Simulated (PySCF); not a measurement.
AlClBr2, SMILES [Cl][Al]([Br])[Br]. Atoms are numbered in the order given.

```xyz
4

Al     0.0000     0.0000     0.4202
Cl     0.0000     0.0000     2.5065
Br     0.0000     1.9384    -0.6867
Br     0.0000    -1.9384    -0.6867
```

Coordinates come from a r2SCAN-D4/def2-SVP optimisation. The structure was generated by enumeration; whether it is a known compound was not checked.

Two levels are set side by side: PBE/pcSseg-1 (PySCF) and PBE0/pcSseg-1 (PySCF). GIAO shifts against HCl (³⁵Cl) at the same level; non-relativistic, no solvent, atoms listed together averaged. Without spin–orbit terms, shifts of atoms bonded to Cl or Br come out too high at both levels. Differences are taken from unrounded values.

```
quantity              PBE0
--------------------  ----
δ(³⁵Cl) of Cl2 (ppm)  77.0
```

Problem. What does PBE give, and how far is it from PBE0? (The exact figures need the calculation; the answer reports its results.)

Solution. 
| quantity | PBE | PBE minus PBE0 |
|---|---|---|
| δ(³⁵Cl) of Cl2 (ppm) | 108.4 | 31.4 |

Rough cost on one machine, each run with all the roots and properties that it gave: PBE0 against PBE within a factor of 2.
